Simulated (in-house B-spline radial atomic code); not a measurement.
Ionising Cu IX (Cu8+) with different functionals

Computed with an all-electron radial atomic-structure program (B-spline basis): non-relativistic Hamiltonian, point nucleus, spin-polarised at highest spin, spherical fractional occupations for the functionals, the average over the highest-spin determinants for Hartree-Fock. The ionisation energy is the difference of two self-consistent energies, [Ar] 3d3 → [Ar] 3d2, without Breit or QED terms; ε is the level of the shell that loses the electron (its least bound occupied spin orbital).

Hybrids are left out here: with spherical fractional occupations of an open shell their exact exchange keeps a self-interaction that integer-occupation calculations don't have.

| method | rung | ΔSCF (eV) | -ε(3d) (eV) |
| --- | --- | --- | --- |
| Hartree-Fock | Hartree-Fock | 198.70 | 200.57 |
| LDA VWN5 | LDA | 200.01 | 184.25 |
| LDA PW92 | LDA | 200.00 | 184.24 |
| LDA exchange-only | LDA | 198.05 | 182.34 |
| PBE | GGA | 199.77 | 184.03 |
| PBEsol | GGA | 199.72 | 183.98 |
| BLYP | GGA | 199.69 | 183.94 |
| RPBE | GGA | ? | ? |
| PW91 | GGA | 199.94 | 184.20 |
| BP86 | GGA | 199.81 | 184.05 |
| AM05 | GGA | 199.78 | 184.03 |
| OLYP | GGA | 200.73 | 184.99 |
| TPSS | meta-GGA | 199.60 | 183.90 |
| SCAN | meta-GGA | 200.08 | 184.56 |
| r2SCAN | meta-GGA | ? | ? |
| M06-L | meta-GGA | 200.09 | 184.56 |
| revTPSS | meta-GGA | 199.48 | 183.80 |

(1) What does r2SCAN give?

(2) What does RPBE give?

(3) How do they compare with the NIST value?

Results:

(1) ΔSCF 200.10 eV, and -ε(3d) = 184.58 eV.

(2) ΔSCF 199.71 eV, and -ε(3d) = 183.98 eV.

(3) NIST lists 198 eV ± 2.2 (tabulated theory, ground level to ground level). Errors run from +0.05 to +2.73 eV; all lie within about twice that uncertainty, so the table can't rank the methods. Hartree-Fock also lacks correlation.
